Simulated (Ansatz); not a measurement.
Reactions of `[SH][Zr]([Cl])([Cl])[Cl]`.

Program: Ansatz. Geometries: PBE0-D4/def2-TZVP. ΔE: electronic, gas phase. CBS: MP2 limit from def2 TZ/QZ plus the TZ coupled-cluster correction, frozen cores. This one scheme is used for every species. DFT in def2-TZVPP. Elements past krypton have def2 core potentials. For Br, I, Sn, Zr outer-core shells are correlated without core-valence functions, which leaves a few kJ/mol of doubt a bond. Scalar relativity is left out up to krypton. One conformer a species, not always the lowest.

```json
{"reaction": "`[SH][Zr]([Cl])([Cl])[Cl]` + HBr → `[Cl][Zr]([Cl])([Cl])[Br]` + H₂S", "CCSD(T)/def2-SVP (kcal/mol)": "-16.1", "revPBE-D4 (kcal/mol)": "-14.4", "CCSD(T)/CBS(def2) (kcal/mol)": "-16.5"}
{"reaction": "`[SH][Zr]([Cl])([Cl])[Cl]` + `NB(O)O` → `[NH2][Zr]([Cl])([Cl])[Cl]` + `OB(O)S`", "CCSD(T)/def2-SVP (kcal/mol)": "11.7", "revPBE-D4 (kcal/mol)": "11.6", "CCSD(T)/CBS(def2) (kcal/mol)": "13.4"}
{"reaction": "`[SH][Zr]([Cl])([Cl])[Cl]` + H–F → `[F][Zr]([Cl])([Cl])[Cl]` + H₂S", "CCSD(T)/def2-SVP (kcal/mol)": "-23.8", "revPBE-D4 (kcal/mol)": "-19.6", "CCSD(T)/CBS(def2) (kcal/mol)": "-18.1"}
{"reaction": "`[SH][Zr]([Cl])([Cl])[Cl]` + H₂O → `[OH][Zr]([Cl])([Cl])[Cl]` + H₂S", "CCSD(T)/def2-SVP (kcal/mol)": "-16.5", "revPBE-D4 (kcal/mol)": "-9.5", "CCSD(T)/CBS(def2) (kcal/mol)": "-10.4"}
{"reaction": "`[SH][Zr]([Cl])([Cl])[Cl]` + `[SiH3]I` → `[Cl][Zr]([Cl])([Cl])[I]` + `[SiH3]S`", "CCSD(T)/def2-SVP (kcal/mol)": "-6.8", "revPBE-D4 (kcal/mol)": "-6.2", "CCSD(T)/CBS(def2) (kcal/mol)": "-6.9"}
{"reaction": "`[SH][Zr]([Cl])([Cl])[Cl]` + `[Cl][Al]([Cl])[Br]` → zirconium tetrachloride + `[SH][Al]([Cl])[Br]`", "CCSD(T)/def2-SVP (kcal/mol)": "-5.9", "revPBE-D4 (kcal/mol)": "-6.2", "CCSD(T)/CBS(def2) (kcal/mol)": "-5.7"}
{"reaction": "`[SH][Zr]([Cl])([Cl])[Cl]` + `[F][Sn][Cl]` → `[F][Zr]([Cl])([Cl])[Cl]` + `[SH][Sn][Cl]`", "CCSD(T)/def2-SVP (kcal/mol)": "-21.8", "revPBE-D4 (kcal/mol)": "-19.4", "CCSD(T)/CBS(def2) (kcal/mol)": "-17.7"}
{"reaction": "`[SH][Zr]([Cl])([Cl])[Cl]` + H₂S → `[SH][Zr]([SH])([Cl])[Cl]` + HCl", "CCSD(T)/def2-SVP (kcal/mol)": "16.7", "revPBE-D4 (kcal/mol)": "14.3", "CCSD(T)/CBS(def2) (kcal/mol)": "15.2"}
```

Largest T1 diagnostic: 0.017, for `[SH][Zr]([SH])([Cl])[Cl]`.
